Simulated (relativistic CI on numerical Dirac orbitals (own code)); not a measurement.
Calculated at this level of theory: Dirac-Coulomb-Breit CI, orbitals from a KLI potential per configuration, model QED, unscaled Slater integrals (own radial code, finite nucleus).

The strongest absorption lines from the ground level of an ion, among the configurations computed and to levels below about 17400 eV (vacuum wavelength in Å, gf): 0.7153 (0.042), 0.7195 (0.026), 0.7920 (0.098), 0.8022 (0.064), 1.0307 (0.35), 1.0732 (0.27), 6.8986 (0.26), 62.396 (0.012).

**Question.** Which ion is it?
A. Eu60+
B. Re72+
C. Tl78+
D. Fr84+

**Answer.** B. Re72+ has 3 electrons and the ground level 2s 2S_1/2; the strongest line goes to 3p 2P°_3/2. The pattern of lines fixes the number of electrons, and along that sequence the line energies rise steadily with the charge (about as its square where n changes within one kind of shell, about linearly where n is kept but much faster in heavy ions where fine structure, which grows about as Z⁴, sets the gap, and irregularly where shells cross), which fixes Z. Configurations outside the model, such as inner-shell arrays, can give stronger lines. At this charge energies of transitions that change n are usually good to better than 1 %, and those within a shell (Δn = 0) to a few per cent.
